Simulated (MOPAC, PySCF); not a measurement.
H$_{4}$Ge, SMILES `[GeH4]`, neutral singlet in the gas phase. 

Cartesian coordinates (Å):
SMILES: [GeH4]
```xyz
5

Ge     0.0000     0.0000     0.0000
H     -0.8667    -0.5953    -1.1103
H      0.2641     1.4768    -0.2960
H      1.3297    -0.7521     0.0673
H     -0.7271    -0.1294     1.3389
```
Charge 0, spin multiplicity 1.

All levels are single points at this geometry (CAM-B3LYP-D3(BJ)/def2-TZVP); Pople sets use spherical d functions. Orbital energies aren't observables, and empty levels follow the basis.

HF/3-21G in PySCF gives gap (eV) = 17.76.

Task: Estimate the gap (eV) from each of these levels: CAM-B3LYP-D3(BJ)/def2-TZVP in PySCF; PBE-D3(BJ)/def2-TZVP in PySCF; B3LYP/6-311+G** (LANL2DZ on Ge) in PySCF; B3LYP/6-31G* in PySCF; B3LYP/LANL2DZ in PySCF; M06-2X/6-31G* in PySCF; HF/STO-3G in PySCF; PM3 in MOPAC.

Result: 
| level | gap (eV) |
|---|---|
| CAM-B3LYP-D3(BJ)/def2-TZVP in PySCF | 13.06 |
| PBE-D3(BJ)/def2-TZVP in PySCF | 8.58 |
| B3LYP/6-311+G** (LANL2DZ on Ge) in PySCF | 10.51 |
| B3LYP/6-31G* in PySCF | 10.98 |
| B3LYP/LANL2DZ in PySCF | 11.24 |
| M06-2X/6-31G* in PySCF | 13.21 |
| HF/STO-3G in PySCF | 25.32 |
| PM3 in MOPAC | 12.74 |
